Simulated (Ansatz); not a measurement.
Born–Oppenheimer molecular dynamics of GeH6O (8 atoms, charge 0, multiplicity 1). It starts at the highest image of a converged band. Of that band: The profile has 2 maxima (images 5, 8) with wells between them (image 7): this band takes more than one step, which may be the mechanism or a detour left from its start path. Neighbouring images differ by up to 1.8 eV, so the band resolves the path poorly. A vibrational analysis at the climbing image gives one clearly imaginary mode, 1382i cm⁻¹: a first-order saddle point.

All numbers below come from RKS B3LYP-D4/def2-SVP in Ansatz.

```
ensemble                      : NVE (velocity Verlet)
time step                     : 0.5 fs
steps asked                   : 200
starting velocities drawn for : 100 K
seed                          : 8037
```

First frame:

```xyz
8
Properties=species:S:1:pos:R:3
Ge 0.050 -0.098 -0.066
O 0.132 -0.172 1.970
H -0.709 -0.247 2.454
H 1.357 0.393 -0.706
H -0.887 1.144 0.078
H -0.764 -1.127 -0.878
H 0.992 -1.627 0.682
H 0.635 -1.151 1.603
```

Question: How far do the bonds stretch over the last three quarters of this one trajectory? (Pairs bonded in most of those frames.)

Answer: 
| bond | mean (Å) | spread (Å) | shortest | longest |
| --- | --- | --- | --- | --- |
| Ge1–H4 | 1.553 | 0.012 | 1.52 | 1.58 |
| Ge1–H5 | 1.546 | 0.016 | 1.51 | 1.57 |
| Ge1–H6 | 1.557 | 0.021 | 1.52 | 1.61 |
| Ge1–H7 | 1.550 | 0.058 | 1.45 | 1.64 |
| O2–H3 | 0.974 | 0.033 | 0.92 | 1.03 |
| O2–H8 | 0.971 | 0.020 | 0.93 | 1.01 |

Mean temperature of the second half: 2226 K. The conserved energy stayed within 0.16 meV per atom of its start (net change -0.0019 meV per atom), so the integration is sound. The kinetic energy rose, since the run started high on the potential surface and went downhill. It ends in pieces (GeH4 + H2O), so much of that is their flight and rotation, not heat. A run of 0.1 ps of so small a system gives no equilibrium averages. The orbitals stay closed-shell, which can raise the energy where a bond breaks towards radicals; this wasn't checked here.

Time of the run: 6 min on 1 thread of Arm Neoverse V2, with other jobs on the host, peak memory 0.16 GiB.
